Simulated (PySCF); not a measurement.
## SiPb: energy against distance

Set-up: basis Si def2-SVPD, Pb def2-SVPD with ECP60; scalar-relativistic core potentials; PySCF 2.14. Energies in eV from Si + Pb in their ground configurations at the same level. State: ³Σ⁻ (triplet), unpaired electrons π ↑↑.

All columns are PBE. A positive dipole means Si(−)Pb(+).

| R (Å) | E (eV) | μ (D) | Mulliken charge on Si (basis-dependent) | HOMO (eV) | LUMO (eV) | Mayer bond order | ⟨S²⟩ |
| --- | --- | --- | --- | --- | --- | --- | --- |
| 2.230 | -1.778 | 1.00 | -0.21 | -4.29 | -4.53 | 1.96 | 2.00 |
| 2.334 | -2.335 | 1.17 | -0.20 | -4.33 | -4.35 | 1.95 | 2.00 |
| 2.437 | -2.662 | 1.31 | -0.19 | -4.35 | -4.18 | 1.96 | 2.00 |
| 2.515 | -2.794 | 1.41 | -0.18 | -4.36 | -4.08 | 1.97 | 2.00 |
| 2.593 | -2.853 | 1.49 | -0.18 | -4.36 | -3.98 | 1.97 | 2.00 |
| 2.671 | -2.855 | 1.57 | -0.17 | -4.35 | -3.89 | 1.98 | 2.00 |
| 2.775 | -2.790 | 1.65 | -0.16 | -4.33 | -3.79 | 1.99 | 2.00 |
| 2.904 | -2.634 | 1.74 | -0.14 | -4.30 | -3.68 | 2.00 | 2.00 |
| 3.060 | -2.379 | 1.81 | -0.12 | -4.24 | -3.58 | 2.01 | 2.00 |
| 3.267 | -1.988 | 1.89 | -0.09 | -4.15 | -3.47 | 2.01 | 2.00 |

A fit through these points gives, at Re = 2.634 Å, μ = 1.53 D and dμ/dR = 0.957 D/Å; the reduced mass is 24.66 u.

Task: How strong is the fundamental in the double-harmonic approximation, I = 42.26·(dμ/dR)²/μred km/mol?

Result: I = 42.26·(0.957)²/24.66 = 1.57 km/mol at PBE.

These are scalar-relativistic numbers at best; spin–orbit coupling would shift them, the dissociation energy most. The state is the lowest determinant that a PBE0 search found; another state may lie lower at other levels.

At some distances an empty level lies below a filled one, because the occupation is held.
